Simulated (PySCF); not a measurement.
Ionisation energy of F(2+) by level of theory

F(2+) [He] 2s2 2p3 (4S) → F(3+) [He] 2s2 2p2 (3P), as a difference of total energies. All numbers are calculated (PySCF 2.14, the spin-free X2C one-electron Hamiltonian (Gaussian nucleus), in Sapporo-DZP-2012). Correlated levels: valence: 1s2 frozen. The calculations carry no spin-orbit coupling.

```json
{"method": "UHF", "ionisation energy (eV)": "62.125", "difference from reference (eV)": "-0.583"}
{"method": "B3LYP", "ionisation energy (eV)": "62.894", "difference from reference (eV)": "+0.186"}
{"method": "MN15", "ionisation energy (eV)": "62.845", "difference from reference (eV)": "+0.137"}
{"method": "MP2 (valence)", "ionisation energy (eV)": "62.497", "difference from reference (eV)": "-0.211"}
{"method": "SCS-MP2 (valence)", "ionisation energy (eV)": "62.304", "difference from reference (eV)": "-0.404"}
{"method": "CCSD (valence)", "ionisation energy (eV)": "62.257", "difference from reference (eV)": "-0.451"}
{"method": "CCSD(T) (valence)", "ionisation energy (eV)": "62.255", "difference from reference (eV)": "-0.453"}
```

Reference: 62.708 eV (semi-empirical (NIST evaluation); NIST Atomic Spectra Database, ionization energies).

Errors of the correlated levels include the incompleteness of this basis and the frozen core.
